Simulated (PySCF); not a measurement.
These compounds are isomers of formula C₇H₁₂NPSi.

A. SMILES C[Si](C)(C)c1ncccp1
B. `C[Si](C)(C)c1cncpc1`
C. `[SiH2](N(C)c1ccccc1)P`

Spectrum 1. $^{1}$H NMR (500 MHz, computed): δ 10.76 (m, 1H), 9.73 (m, 1H), 9.26 (m, 1H), 0.32 (s, 9H). $^{13}$C{$^{1}$H} NMR (computed): δ 192.1 (CH), 180.1 (CH), 155.7 (CH), 140.9 (C), -0.8 (CH3).

Spectrum 2. $^{1}$H NMR (500 MHz, computed): δ 7.52 (m, 2H), 7.13 (t, 1H), 6.66 (d, 2H), 5.47 (m, 2H), 3.09 (s, 3H), 1.21 (m, 2H). $^{13}$C{$^{1}$H} NMR (computed): δ 155.1 (C), 134.5 (CH), 124.7 (CH), 123.6 (CH), 38.9 (CH3).

Spectrum 3. $^{1}$H NMR (500 MHz, computed): δ 9.77 (m, 1H), 9.20 (m, 1H), 7.48 (m, 1H), 0.40 (s, 9H). $^{13}$C{$^{1}$H} NMR (computed): δ 223.2 (C), 175.4 (CH), 148.6 (CH), 125.0 (CH), 0.7 (CH3).

- GIAO PBE0/pcSseg-1 shieldings
- geometry: GFN2-xTB
- run in PySCF 2.14
- gas phase, relativity neglected, one averaged value for each set of equivalent atoms, one conformer

Shifts are taken against calculated references (same method and geometry level): TMS for $^{1}$H, $^{13}$C. Splittings of carbon signals by F and P are missing where no couplings were computed. Where no couplings were computed, multiplicities follow the n + 1 count of equivalent neighbours, and m marks all less simple cases (inequivalent or close neighbours, rings, F or P nearby). Shifts are as computed. Against solution values, carbons near 30 ppm lie about +3 ppm off and those near 130 ppm about +5 ppm. Of 1211 compounds with measured shifts, 218 miss one by over three times the rms of a fit or turn the order of signals round; such compounds aren't used in these exercises.

**Question.** Which spectrum belongs to which compound?

**Answer.** 1–B, 2–C, 3–A.

- Spectrum 1 (B): 5 $^{13}$C signals; δC 192.1 is an aromatic CH next to a ring nitrogen; δC 155.7 is an aromatic CH next to a ring nitrogen.
- Spectrum 2 (C): 5 $^{13}$C signals; δC 155.1 is an aromatic carbon bearing nitrogen; δC 134.5 is an aromatic CH.
- Spectrum 3 (A): 5 $^{13}$C signals; δC 148.6 is an aromatic CH next to a ring nitrogen; δC 0.7 is a methyl carbon bonded to Si.
